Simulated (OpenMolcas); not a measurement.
Ne⁵⁺: effect of correlating more closed shells

```json
{
  "Program": "OpenMolcas",
  "Basis": "ANO-RCC-VQZP [5s4p3d2f1g]",
  "Scalar Hamiltonian": "DKH2, point nucleus",
  "Active space": "3 electrons in 4 orbitals (2s 2p)",
  "State averaging": "2S+1 = 4 odd, 1 root; 2S+1 = 2 odd, 8 roots (3 in the spin-orbit step); 2S+1 = 4 even, 3 roots; 2S+1 = 2 even, 9 roots",
  "Spin-orbit coupling": "RASSI with atomic mean-field integrals over the reference wave functions, term energies averaged over their components"
}
```

Methods on the same reference wave functions:
A. CASSCF
B. SS-CASPT2, IPEA 0.25 Eh, imaginary shift 0.1 Eh (closed shells correlated: none)
C. SS-CASPT2, IPEA 0.25 Eh, imaginary shift 0.1 Eh (closed shells correlated: 1s)

Energies in cm⁻¹ above 2s² 2p ²P°_1/2, the measured ground level; measured values from NIST levels in Podobedova, Fuhr, Reader and Wiese, J. Phys. Chem. Ref. Data 33, 525 (2004).

| Level | A | B | C | Measured |
| --- | --- | --- | --- | --- |
| 2s² 2p ²P°_1/2 | 0.0 | 0.0 | 0.0 | 0.0 |
| 2s² 2p ²P°_3/2 | 1213 | 1213 | 1213 | 1310 |
| 2s 2p² ⁴P_1/2 | 94035 | 99644 | 99319 |  |
| 2s 2p² ⁴P_3/2 | 94467 | 100076 | 99751 |  |
| 2s 2p² ⁴P_5/2 | 95174 | 100782 | 100458 |  |
| 2s 2p² ²D_3/2 | 185102 | 179720 | 179047 | 179021 |
| 2s 2p² ²D_5/2 | 185109 | 179728 | 179055 | 178992 |
| 2s 2p² ²S_1/2 | 235842 | 231554 | 231018 | 230853 |
| 2s 2p² ²P_1/2 | 261340 | 251814 | 250344 | 249292 |
| 2s 2p² ²P_3/2 | 262178 | 252647 | 251176 | 250112 |

Deviations, from unrounded energies. A percentage is the sum of absolute deviations over the sum of measured energies, with the sign that they share, or ± where signs differ.

| Against measurement | Levels | A | B | C |
| --- | --- | --- | --- | --- |
| mean absolute deviation (cm-1) | 6 | 6900 | 1200 | 410 |
| fine structure of the ground term (%) | 1 | -7.4 | -7.4 | -7.4 |
| other configurations (%) | 5 | +3.8 | +0.7 | +0.2 |

C lies closest to measurement on these levels and A furthest from it. The largest miss of C in the table is 2s 2p² ²P_3/2, by +1100 cm-1. The ranking rests on the paired levels alone, and a cruder setting can come out closer through cancelling errors.

Between B and C the level of the table that moves most is 2s 2p² ²P_3/2, by 1500 cm-1 (lowest in C, highest in B).

The lowest spin-free term lies below A's lowest term by 0.044 hartree in B, 0.060 hartree in C.

What an inner shell adds also hangs on whether the basis holds functions to correlate it.

Measured partners are found by configuration, term and J. A level has none where our copy of the source lacks it or the pairing is in doubt (some pairs that miss far off the trend of their configuration count as doubtful), and it then counts in no deviation. Only configurations of the active space appear. The table leaves out levels that lie high or whose names do not pair safely across all columns.

° marks odd parity.
